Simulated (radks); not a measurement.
The numbers below are computed, except where a source is named.
The mean radii <r> (bohr) of the occupied orbitals of an atom or ion are listed with their occupations. Code: a radial shooting solver on a logarithmic mesh with Libxc functionals. Model: Dirac Kohn-Sham, PBE, spin-unpolarised, spherical densities, finite nucleus; Fermi nuclear charge, rms radius of each element as measured or else 0.836 A^(1/3) + 0.57 fm.

| orbital | occ. | <r> |
|---|---|---|
| 1s1/2 | 2 | 0.02151 |
| 2s1/2 | 2 | 0.09096 |
| 2p1/2 | 2 | 0.07590 |
| 2p3/2 | 4 | 0.08284 |
| 3s1/2 | 2 | 0.2390 |
| 3p1/2 | 2 | 0.2286 |
| 3p3/2 | 4 | 0.2418 |
| 3d3/2 | 4 | 0.2141 |
| 3d5/2 | 6 | 0.2182 |
| 4s1/2 | 2 | 0.5409 |
| 4p1/2 | 2 | 0.5520 |
| 4p3/2 | 4 | 0.5819 |
| 4d3/2 | 4 | 0.6155 |
| 4d5/2 | 6 | 0.6260 |
| 5s1/2 | 2 | 1.304 |
| 5p1/2 | 2 | 1.457 |
| 5p3/2 | 4 | 1.551 |
| 4f5/2 | 3.42857 | 0.8290 |
| 4f7/2 | 4.57143 | 0.8415 |
| 6s1/2 | 2 | 3.716 |
| 6p1/2 | 0.333333 | 4.795 |
| 6p3/2 | 0.666667 | 5.111 |

Name the element and its charge. Open shells, if any, are shared by 2j + 1.

Answer. Z = 65, terbium, charge 0: Tb in [Xe] 4f8 6s2 6p1. The 1s radius gives Z: for a bare nucleus <r> = (2 gamma + 1)/(2Z) with gamma = sqrt(1 - (Z/c)^2), 0.02124 bohr for Z = 65, and screening makes it slightly larger (0.02151 here). The occupations add up to 65, and the charge is Z minus that.
